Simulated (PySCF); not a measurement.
## Electric field gradients and quadrupole coupling constants

C7H8O2S.
Cartesian coordinates in Å at the GFN2-xTB level; atoms count from 1:
```
atom  x, y, z in Å
O1     1.9719    0.0325    1.1711
C2     2.0372    0.4426    0.0448
O3     2.4729    1.6739   -0.2498
C4     1.6742   -0.3303   -1.1993
C5     0.5325   -1.3172   -0.9234
C6    -0.7358   -0.5920   -0.6279
C7    -1.2901   -0.3143    0.5809
C8    -2.4828    0.4405    0.4863
C9    -2.8168    0.7297   -0.7947
S10   -1.6819    0.0865   -1.9162
H11    2.7146    2.1531    0.5586
H12    1.4050    0.3751   -1.9860
H13    2.5675   -0.8747   -1.5156
H14    0.4016   -1.9619   -1.7942
H15    0.8002   -1.9317   -0.0621
H16   -0.8566   -0.6354    1.5106
H17   -3.0618    0.7502    1.3379
H18   -3.6605    1.2798   -1.1621
```

Field gradients from the PBE0/pcSseg-1 density (PySCF, non-relativistic), principal values in atomic units, ordered |Vxx| ≤ |Vyy| ≤ |Vzz|:

```
atom      Vxx      Vyy      Vzz
  O1   0.6557   0.9063  -1.5619
  O3  -0.4652  -1.1632   1.6284
 S10  -0.3428  -1.4670   1.8098
```

Problem. Find the asymmetry η = (Vxx − Vyy)/Vzz and the couplings χ = eQV/h (234.96 MHz × Q in barn × V in au), with Q(17O) = −0.0256 b, Q(33S) = −0.0678 b.

Solution. 
```
atom            environment  nucleus     η  χzz (MHz)  χxx (MHz)  χyy (MHz)
  O1   acid carbonyl oxygen      17O  0.16       9.40      -3.94      -5.45
  O3   acid hydroxyl oxygen      17O  0.43      -9.80       2.80       7.00
 S10  thiophene-type sulfur      33S  0.62     -28.83       5.46      23.37
```

The tensor is traceless: Vxx + Vyy + Vzz = 0.

Problem. What is Vzz at S10 in SI units (1 au = 9.71736 × 10²¹ V/m²)?

Solution. 1.8098 au = 17.587 × 10²¹ V/m².

Problem. What couplings would deuterons (Q(2H) = 0.00286 b) have in place of the hydrogens, at this geometry?

Solution. 
```
atom  bonded to  bond length (Å)  Vzz (au)     η  χzz (kHz)
 H11         O3            0.970    0.4342  0.09        292
 H12         C4            1.090    0.2995  0.03        201
 H13         C4            1.093    0.3024  0.03        203
 H14         C5            1.091    0.3027  0.02        203
 H15         C5            1.091    0.2990  0.04        201
 H16         C7            1.075    0.3376  0.07        227
 H17         C8            1.075    0.3398  0.06        228
 H18         C9            1.072    0.3471  0.09        233
```

Isolated species at its GFN2-xTB geometry (one conformer only). GFN2-xTB bond lengths can be off by several hundredths of an ångström, more for odd bonds, and the gradients follow them. The basis is small and wasn't made for field gradients, so the couplings can be 20 % off.
